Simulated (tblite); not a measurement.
Benzoate anion, C7H5O2 (charge -1).
Bonds: O1–C2 (double), C2–O3, C2–C4, C4–C5 (aromatic), C5–C6 (aromatic), C6–C7 (aromatic), C7–C8 (aromatic), C8–C9 (aromatic), C4–C9 (aromatic). Hydrogens: H10 on C5; H11 on C6; H12 on C7; H13 on C8; H14 on C9.
Bond orders are those of one Lewis drawing.

Computed with GFN2-xTB (tblite), gas phase: nudged elastic band of 9 images (0 to 8), spring 0.2 eV/Å², climbing image at the end, force threshold 0.05 eV/Å. The top image wasn't refined or checked by frequencies; at this threshold it can lie a kcal/mol or more above the true saddle point of the method.

The band describes a rotation about C4–C2 (substituted aromatic carbon, carboxylate carbon), followed by the dihedral C5–C4–C2–O3, from the optimised start (0°) to a second optimised geometry at 180°.

Task: Give the energy profile along the converged band.

Result: 
```csv
image,dihedral (°),E (kcal/mol),C4–C2 (Å),C5···O3 (Å),largest true force (eV/Å)
0,0,0.00,1.563,2.80,0.01
1,23,0.17,1.561,2.83,0.04
2,45,0.60,1.560,2.93,0.05
3,67,1.02,1.560,3.07,0.04
4,89,1.16,1.560,3.23,0.03
5,111,1.02,1.559,3.38,0.03
6,134,0.61,1.559,3.52,0.04
7,157,0.17,1.561,3.61,0.04
8,180,0.00,1.564,3.63,0.01
```

Barriers of this band. The top is image 4 at 89°: 1.2 kcal/mol in either direction, as the ends lie within 0.002 eV of each other. The central bond is 0.003 Å shorter at the top than at the start.

Task: What rate follows at 250 K for crossing this barrier forward?

Result: Taking the electronic barrier for the free energy of activation (no zero-point or entropy terms, transmission 1), rate = (kT/h)·exp(−ΔE/kT) ≈ 5 × 10^11 s⁻¹, whose inverse is 2 × 10^-12 s. An error of 1 kcal/mol in the barrier changes this by a factor of 7, and the method and the loose band can each miss by that much or more. The barrier is only 2.3 kT, where transition-state theory is rough.

Task: How long is the path, and how are the images spaced?

Result: Cartesian distances between aligned neighbours (all atoms, Å): 0.59, 0.58, 0.59, 0.59, 0.58, 0.59, 0.59, 0.62; the sum is 4.72 Å, and the top lies 50 % of the way along.

What follows is the cost of the whole band run. Time: 6.2 s wall; peak memory 0.18 GiB. Hardware: Intel Xeon at 2.50 GHz, one thread, shared host with 64 logical CPUs at a one-minute load of 44.
